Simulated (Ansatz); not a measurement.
The Si2–H4 bond of Cl2H2Si (SMILES Cl[SiH2]Cl) is stretched (multiplicity 1, the rest rigid).
Geometry at rest (charge 0, multiplicity 1):
```
atom    x (Å)    y (Å)    z (Å)
----  -------  -------  -------
Cl    -1.6761   0.4337  -0.0037
Si    -0.0115  -0.7660   0.0237
Cl     1.6883   0.3828  -0.0216
H     -0.0165  -1.5412   1.2727
H     -0.0307  -1.6168  -1.1749
```

Frozen-core correlation.

Codes used: Ansatz (a first-principles code). Each number belongs to the level named beside it.

Energies above the point at 1.470 Å (the B3LYP-D3(BJ) bond length), FIC-MRCISD+Q on CASSCF(2,2)/cc-pV(T+d)Z (kcal/mol): 5.73 at 1.323 Å; 3.95 at 1.617 Å; 95.62 at 4.704 Å.

Question: Take the last value as the depth D of a Morse curve D(1 − e^(−a(R − R₀)))², fit a and R₀ to the two near points, and test it at 1.985 and 2.573 Å.

Answer: 
With D = 95.6, both near points (counted from the curve's value at 1.470 Å) are met by a = 1.52 Å⁻¹ and R₀ = 1.468 Å, so k = 2Da² = 440 kcal/(mol Å²). The curve then gives 28.2 and 63.2 kcal/mol; the level itself gives 29.4 and 68.8, so Morse is off by -1.1 and -5.7.
